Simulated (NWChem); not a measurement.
## Correlation energy of Te (-1)

SMILES: [Te-]
```xyz
1

Te     0.0000     0.0000     0.0000
```
Charge -1, spin multiplicity 2.

All runs are NWChem calculations.

Basis set: def2-TZVPD. Each correlation energy counts from its own Hartree-Fock reference.

Effective core potentials replace the inner electrons of Te; spin-orbit coupling is left out. The correlated methods keep 4 core orbitals frozen. No SCF solution was tested for a lower state. Open-shell Hartree-Fock references start from PBE0 orbitals. No row is a measurement; the coupled-cluster row has its own basis-set and correlation limits.

Problem. Order these methods by the correlation energy they give, lowest first: UMP2, SCS-UMP2, CCSD on UHF, CCSD[T] on UHF.

Solution. UMP2 (-440.2 mHa), CCSD[T] on UHF (-431.8 mHa), CCSD on UHF (-422.8 mHa), SCS-UMP2 (-388.3 mHa)
